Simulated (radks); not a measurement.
The numbers below are computed, except where a source is named.
Q: The mean radii <r> (bohr) of the occupied orbitals of an atom or ion are listed with their occupations. Code: a radial shooting solver on a logarithmic mesh with Libxc functionals. Model: scalar-relativistic Kohn-Sham, PBE, spin-polarised, spherical densities, finite nucleus; Fermi nuclear charge, rms radius of each element as measured or else 0.836 A^(1/3) + 0.57 fm.

| orbital | occ. | <r> |
|---|---|---|
| 1s down | 1 | 0.01744 |
| 1s up | 1 | 0.01744 |
| 2s up | 1 | 0.07362 |
| 2s down | 1 | 0.07362 |
| 2p up | 3 | 0.06624 |
| 2p down | 3 | 0.06624 |
| 3s up | 1 | 0.1905 |
| 3s down | 1 | 0.1905 |
| 3p up | 3 | 0.1913 |
| 3p down | 3 | 0.1913 |
| 3d up | 5 | 0.1732 |
| 3d down | 5 | 0.1732 |
| 4s up | 1 | 0.4232 |
| 4s down | 1 | 0.4233 |
| 4p up | 3 | 0.4503 |
| 4p down | 3 | 0.4503 |
| 4d up | 5 | 0.4779 |
| 4d down | 5 | 0.4778 |
| 5s up | 1 | 0.9521 |
| 5s down | 1 | 0.9502 |
| 4f up | 7 | 0.5290 |
| 4f down | 7 | 0.5282 |
| 5p up | 3 | 1.070 |
| 5p down | 3 | 1.068 |
| 5d up | 1 | 1.305 |

Name the element and its charge. Open shells, if any, are filled with parallel spins first.

A: Z = 77, iridium, charge +8: Ir8+ in [Xe] 4f14 5d1. The 1s radius gives Z: for a bare nucleus <r> = (2 gamma + 1)/(2Z) with gamma = sqrt(1 - (Z/c)^2), 0.01724 bohr for Z = 77, and screening makes it slightly larger (0.01744 here). The occupations add up to 69, and the charge is Z minus that.
